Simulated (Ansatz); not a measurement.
Basis-set series for C₈H₈O₅Os, SMILES `[O+]#[C][Os-5]([C]#[O+])([C]#[O+])([C]#[O+])[O+]1CCCC1`. Total charge 0; spin multiplicity 1. Os takes the def2 core potential. Geometry: relaxed with PBE0-D4/def2-TZVP. It is one conformer, not always the lowest.

| functional | basis | functions | energy (Eh) | HOMO (eV) | LUMO (eV) |
| --- | --- | --- | --- | --- | --- |
| PBE0-D4 | def2-SVP | 254 | -775.30350 | -5.79 | -1.97 |
| PBE0-D4 | def2-QZVPP | 1069 | -776.14598 | -5.94 | -2.13 |
| ωB97M-V | def2-SVP | 254 | -775.72904 | -7.71 | 0.18 |
| ωB97M-V | def2-QZVPP | 1069 | -776.59365 | -7.91 | -0.05 |

Problem. Give the rows for def2-TZVPP. (An estimate is asked.)

Solution. Ansatz gave: 
| functional | basis | functions | energy (Eh) | HOMO (eV) | LUMO (eV) |
| --- | --- | --- | --- | --- | --- |
| PBE0-D4 | def2-TZVPP | 571 | -776.10926 | -5.91 | -2.10 |
| ωB97M-V | def2-TZVPP | 571 | -776.55928 | -7.89 | 0.00 |
